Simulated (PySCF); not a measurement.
F⁺ (fluorine, charge +1) across methods

[He] 2s1 2p5, high-spin 3P determinant (an excited configuration). Calculation: PySCF 2.14, in dyall-acv3z (15s9p4d2f, 76 functions); the non-relativistic Hamiltonian (point nucleus).

```json
{"method": "UHF", "E (hartree)": "-98.04327", "mean ε 2s α (eV)": "-66.021", "mean ε 2p α (eV)": "-41.212", "mean ε 2p β (eV)": "-32.799", "Σ⟨r²⟩ (bohr²)": "7.346", "⟨S²⟩": "2.009"}
{"method": "r2SCAN", "E (hartree)": "-98.3722", "mean ε 2s α (eV)": "-51.499", "mean ε 2p α (eV)": "-31.104", "mean ε 2p β (eV)": "-26.636", "Σ⟨r²⟩ (bohr²)": "7.354", "⟨S²⟩": "2.004"}
{"method": "PBE", "E (hartree)": "-98.3408", "mean ε 2s α (eV)": "-49.259", "mean ε 2p α (eV)": "-30.101", "mean ε 2p β (eV)": "-26.322", "Σ⟨r²⟩ (bohr²)": "7.434", "⟨S²⟩": "2.002"}
{"method": "TPSSh", "E (hartree)": "-98.4146", "mean ε 2s α (eV)": "-51.788", "mean ε 2p α (eV)": "-31.507", "mean ε 2p β (eV)": "-27.200", "Σ⟨r²⟩ (bohr²)": "7.378", "⟨S²⟩": "2.003"}
{"method": "LDA", "E (hartree)": "-97.7781", "mean ε 2s α (eV)": "-48.872", "mean ε 2p α (eV)": "-30.190", "mean ε 2p β (eV)": "-26.350", "Σ⟨r²⟩ (bohr²)": "7.462", "⟨S²⟩": "2.003"}
{"method": "revPBE", "E (hartree)": "-98.4084", "mean ε 2s α (eV)": "-49.315", "mean ε 2p α (eV)": "-30.063", "mean ε 2p β (eV)": "-26.284", "Σ⟨r²⟩ (bohr²)": "7.428", "⟨S²⟩": "2.002"}
{"method": "CAM-B3LYP", "E (hartree)": "-98.3920", "mean ε 2s α (eV)": "-54.772", "mean ε 2p α (eV)": "-34.527", "mean ε 2p β (eV)": "-30.052", "Σ⟨r²⟩ (bohr²)": "7.431", "⟨S²⟩": "2.003"}
{"method": "r2SCANh", "E (hartree)": "-98.3645", "mean ε 2s α (eV)": "-52.968", "mean ε 2p α (eV)": "-32.170", "mean ε 2p β (eV)": "-27.384", "Σ⟨r²⟩ (bohr²)": "7.347", "⟨S²⟩": "2.004"}
```

Estimate the same row for PBE0.

E (hartree) = -98.3252; mean ε 2s α (eV) = -53.616; mean ε 2p α (eV) = -33.041; mean ε 2p β (eV) = -28.289; Σ⟨r²⟩ (bohr²) = 7.384; ⟨S²⟩ = 2.003.
